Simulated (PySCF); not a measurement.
Isomers of CH13NSi4, one GFN2-xTB conformer each. Single-point energies are computed at PBE0/pcSseg-1 (PySCF, gas phase, no added dispersion term), electronic only.

```
                      SMILES  GFN2-xTB relative energy (kJ/mol)
C[SiH2]N([SiH3])[SiH2][SiH3]                                1.8
CN[Si]([SiH3])([SiH3])[SiH3]                              216.5
  [SiH3]C[SiH2][SiH2]N[SiH3]                               77.6
[SiH3]CN([SiH3])[SiH2][SiH3]                               66.3
C[SiH2][SiH2]N([SiH3])[SiH3]                                0.0
```

Conformers: `[CH3:1][SiH2:2][N:3]([SiH3:4])[SiH2:5][SiH3:6]` with C1–Si2–N3–Si4 114°, Si2–N3–Si5–Si6 101°; `[SiH3:1][CH2:2][SiH2:3][SiH2:4][NH:5][SiH3:6]` with Si1–C2–Si3–Si4 -66°, C2–Si3–Si4–N5 113°, Si3–Si4–N5–Si6 -55°; `[SiH3:1][CH2:2][N:3]([SiH3:4])[SiH2:5][SiH3:6]` with Si1–C2–N3–Si4 89°, C2–N3–Si5–Si6 96°; `[CH3:1][SiH2:2][SiH2:3][N:4]([SiH3:5])[SiH3:6]` with C1–Si2–Si3–N4 3°, Si2–Si3–N4–Si5 86°.

Q: What does PBE0/pcSseg-1 give for the same structures?

A: 
```json
{"SMILES": "C[SiH2]N([SiH3])[SiH2][SiH3]", "PBE0/pcSseg-1 E (Eh)": "-1258.03459", "PBE0/pcSseg-1 (kJ/mol)": "0.0", "GFN2-xTB (kJ/mol)": "1.8", "point group": "C1"}
{"SMILES": "C[SiH2][SiH2]N([SiH3])[SiH3]", "PBE0/pcSseg-1 E (Eh)": "-1258.02967", "PBE0/pcSseg-1 (kJ/mol)": "12.9", "GFN2-xTB (kJ/mol)": "0.0", "point group": "near Cs"}
{"SMILES": "[SiH3]C[SiH2][SiH2]N[SiH3]", "PBE0/pcSseg-1 E (Eh)": "-1258.01188", "PBE0/pcSseg-1 (kJ/mol)": "59.6", "GFN2-xTB (kJ/mol)": "77.6", "point group": "C1"}
{"SMILES": "CN[Si]([SiH3])([SiH3])[SiH3]", "PBE0/pcSseg-1 E (Eh)": "-1257.97970", "PBE0/pcSseg-1 (kJ/mol)": "144.1", "GFN2-xTB (kJ/mol)": "216.5", "point group": "–"}
{"SMILES": "[SiH3]CN([SiH3])[SiH2][SiH3]", "PBE0/pcSseg-1 E (Eh)": "-1257.97673", "PBE0/pcSseg-1 (kJ/mol)": "151.9", "GFN2-xTB (kJ/mol)": "66.3", "point group": "C1"}
```

GFN2-xTB puts C[SiH2][SiH2]N([SiH3])[SiH3] lowest instead; measured from each level's own lowest isomer, the values differ by up to 85.6 kJ/mol ([SiH3]CN([SiH3])[SiH2][SiH3]: 66.3 against 151.9). Neighbours under 10 kJ/mol apart (CN[Si]([SiH3])([SiH3])[SiH3] and [SiH3]CN([SiH3])[SiH2][SiH3]) can change places with a better method, another conformer or zero-point energy.

Q: Which frontier levels, dipoles and rotational constants go with these structures?

A: 
| SMILES | HOMO (eV, PBE0/pcSseg-1) | LUMO (eV) | dipole (D) | A, B, C (MHz) |
| --- | --- | --- | --- | --- |
| C[SiH2]N([SiH3])[SiH2][SiH3] | -7.18 | -0.46 | 0.47 | 1588, 1063, 793.4 |
| C[SiH2][SiH2]N([SiH3])[SiH3] | -7.19 | -0.69 | 0.48 | 1805, 911.6, 862.8 |
| [SiH3]C[SiH2][SiH2]N[SiH3] | -7.21 | -0.57 | 0.55 | 1676, 893.4, 670.1 |
| CN[Si]([SiH3])([SiH3])[SiH3] | -6.55 | -0.83 | 1.56 | 1157, 1063, 934.5 |
| [SiH3]CN([SiH3])[SiH2][SiH3] | -6.53 | -0.57 | 0.78 | 1454, 1081, 793.1 |

Q: As an exercise, what shares would exp(−E/RT) give at 1000 K from these electronic energies alone (no entropy, no degeneracies)?

A: RT = 8.314 kJ/mol: C[SiH2]N([SiH3])[SiH2][SiH3] 82.5 %, C[SiH2][SiH2]N([SiH3])[SiH3] 17.4 %, [SiH3]C[SiH2][SiH2]N[SiH3] 0.1 %, CN[Si]([SiH3])([SiH3])[SiH3] under 0.1 %, [SiH3]CN([SiH3])[SiH2][SiH3] under 0.1 %.
